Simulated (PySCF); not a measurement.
Species, as SMILES: F[Si]F (closed-shell singlet).
Geometry (B3LYP-D3(BJ)/def2-TZVP, fixed):
```xyz
3

Si     0.0153     0.0127     0.5768
F      1.0240    -0.6902    -0.4611
F     -1.0478     0.6704    -0.4362
```

How fast the isotropic shielding of F2 converges with the basis for several methods (PySCF): deviation from each method's own reference, in ppm. References: HF 203.55 ppm, the value in pcSseg-3; PBE 118.55 ppm, the value in pcSseg-3; PBE0 143.15 ppm, the value in pcSseg-3. All functions are spherical. No added dispersion term, no relativity. GIAO; atoms are numbered in the order shown.

| basis | functions | HF | PBE | PBE0 |
|---|---|---|---|---|
| 3-21G | 31 | [?] | -24.09 | -8.04 |
| pcSseg-1 | 58 | [?] | -22.57 | -15.28 |
| 6-311G** | 62 | [?] | -20.54 | -13.60 |
| aug-pcseg-1 | 73 | [?] | 8.50 | 6.47 |
| pcSseg-2 | 115 | [?] | -2.03 | -0.50 |
| def2-TZVPD | 123 | [?] | 4.53 | 2.84 |
| jun-cc-pV(T+d)Z | 126 | [?] | 9.67 | 8.09 |
| aug-pcseg-2 | 142 | [?] | 0.85 | -0.48 |
| cc-pCVTZ | 145 | [?] | -7.86 | -5.54 |
| pcseg-3 | 184 | [?] | -0.79 | -1.73 |
| pcSseg-3 | 220 | [?] | 0.00 | 0.00 |
| aug-pcseg-3 | 259 | [?] | -0.82 | -1.79 |

### Question
Complete the blanks.

### Answer

- 3-21G, HF: 34.98
- pcSseg-1, HF: -4.45
- 6-311G**, HF: -2.68
- aug-pcseg-1, HF: 2.72
- pcSseg-2, HF: 0.82
- def2-TZVPD, HF: -1.13
- jun-cc-pV(T+d)Z, HF: 4.59
- aug-pcseg-2, HF: -4.13
- cc-pCVTZ, HF: -2.31
- pcseg-3, HF: -3.98
- pcSseg-3, HF: 0.00
- aug-pcseg-3, HF: -4.13

Mean absolute deviation over 6-311G**, pcSseg-2, def2-TZVPD, jun-cc-pV(T+d)Z, aug-pcseg-2, cc-pCVTZ: HF 2.61, PBE0 5.17, PBE 7.58 ppm.
